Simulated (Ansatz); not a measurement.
Stepwise reaction of `[CH3][GaH][CH3]` with ammonia, as a gas-phase model of exchange steps in deposition or etching. ΔE in kJ/mol.

Calculated with Ansatz (gas phase, PBE0-D4/def2-TZVP geometries, no zero-point term in ΔE). CCSD(T)/CBS is the MP2 limit (def2-TZVPP, def2-QZVPP) plus CCSD(T) − MP2 in def2-TZVPP, frozen cores. This one scheme is used for every species. Functionals use def2-TZVPP. B3LYP here is the variant with VWN-RPA as its local correlation; programs differ in this. For Ga outer-core shells are correlated without core-valence functions, which leaves a few kJ/mol of doubt a bond. Scalar relativity is left out up to krypton. Each species was taken in one conformer, which may not be the lowest.

| step | reaction | PBE-D4 | B3LYP-D4 | ωB97M-V | CCSD(T)/CBS |
| --- | --- | --- | --- | --- | --- |
| 1 | `[CH3][GaH][CH3]` + NH₃ → `[CH3][GaH][NH2]` + CH₄ | -68.1 | -72.8 | -69.0 | -71.5 |

Question: Give the row of step 2, `[CH3][GaH][NH2]` + NH₃ → `[NH2][GaH][NH2]` + CH₄. (Best estimate.)

Answer: The calculation gave: 
```json
{"step": "2", "reaction": "`[CH3][GaH][NH2]` + NH₃ → `[NH2][GaH][NH2]` + CH₄", "PBE-D4": "-45.0", "B3LYP-D4": "-51.7", "ωB97M-V": "-49.2", "CCSD(T)/CBS": "-50.7"}
```

Question: By hand: ΔE of the 2 steps together at CCSD(T)/CBS.

Answer: (-71.5) + (-50.7) = -122.2 kJ/mol, or -61.1 kJ/mol a step.

In ΔE each step is higher than the one before. All are downhill at CCSD(T)/CBS. PBE-D4 differs from CCSD(T)/CBS by 3.4 to 5.7 kJ/mol a step. Isolated molecules leave out the surface, adducts and barriers. Largest T1 diagnostic: 0.013.
